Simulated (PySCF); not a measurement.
## [NdH3(NH3)]− at several levels of theory

Computed with PySCF 2.14.0 (density fitting, no spin-orbit coupling) at the geometry relaxed with PBE0:

```xyz
8
[NdH3(NH3)]− (singlet in the valence; each metal's 4f electrons, 4 of them, lie in its core potential, out of spins and levels)
Nd    0.0258    0.0904    0.3643
H     1.2264    1.6421    1.7142
H    -1.1799   -1.6869    1.3915
H     0.6280   -0.1143   -2.0222
N    -1.5276    1.3921   -1.5130
H    -1.4547    2.3794   -1.7560
H    -0.7594    0.8867   -2.0304
H    -2.4149    1.0549   -1.8842
```

```csv
level,basis,state,HOMO (eV),gap (eV),charge on Nd1 (e),population of f-type functions on Nd1 (polarisation alone where 4f lies in the core),dipole about the centre of mass (D),largest force component (eV/Å)
PBE0,"Nd lcecp-0-SVP with ECP50, H def2-SVP, N def2-SVP",singlet,–,–,-0.06,0.01,4.95,0.01
TPSSh,the same,singlet,–,–,0.04,0.01,4.94,0.19
PBE0,"Nd lcecp-0-TZVP with ECP50, H def2-TZVP, N def2-TZVP",singlet,–,–,0.34,0.02,4.63,0.36
```

In the lcecp rows the 4f levels are missing from HOMO and gap, and the state counts the valence alone.

Charges are Mulliken's, which hang on the basis. The relaxation used the grid (50, 194), these runs (75, 302) or, all-electron (x2c bases, spin-free X2C Hamiltonian), (99, 590).

(1) What does revPBE with Nd lcecp-0-SVP with ECP50, H def2-SVP, N def2-SVP give here?

An lcecp potential fixes the number of 4f electrons, so in runs with it no electron can move into or out of that shell; real Nd(II) is rare or takes another configuration.

## Answers

(1) state singlet, charge on Nd1 (e) -0.18, population of f-type functions on Nd1 (polarisation alone where 4f lies in the core) 0.01, dipole about the centre of mass (D) 4.86, largest force component (eV/Å) 0.47. Time: 3.4 s on 2 threads of Intel(R) Xeon(R) 6975P-C (Granite Rapids), on a shared host, from an already converged density.
